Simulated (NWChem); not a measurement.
# Lowest excitation of H₂F₂Ge

```xyz
5

Ge     0.0000     0.0000    -0.3372
F     -1.3897     0.0000     0.7235
F      1.3897     0.0000     0.7235
H      0.0000     1.3321    -1.1175
H      0.0000    -1.3321    -1.1175
```
Charge 0, spin multiplicity 1.

Everything below was run with NWChem. The geometry was optimised at PBE/def2-SVP, a minimum by its harmonic frequencies.

Basis set: def2-SVP. CR-EOMCCSD(T) is the triples correction to the same EOM-CCSD root.

The Hamiltonian is non-relativistic. The correlated methods keep 11 core orbitals frozen. The structure started from a generated list of species. Coupled-cluster values serve here as a point of comparison, not as the truth.

**Question.** For the lowest vertical singlet excitation energy, CIS gives 10.03 eV and TD-PBE gives 7.71 eV. What do EOM-CCSD, CR-EOMCCSD(T), TD-CAM-B3LYP give?

**Answer.** EOM-CCSD: 9.07 eV; CR-EOMCCSD(T): 8.97 eV; TD-CAM-B3LYP: 8.49 eV.
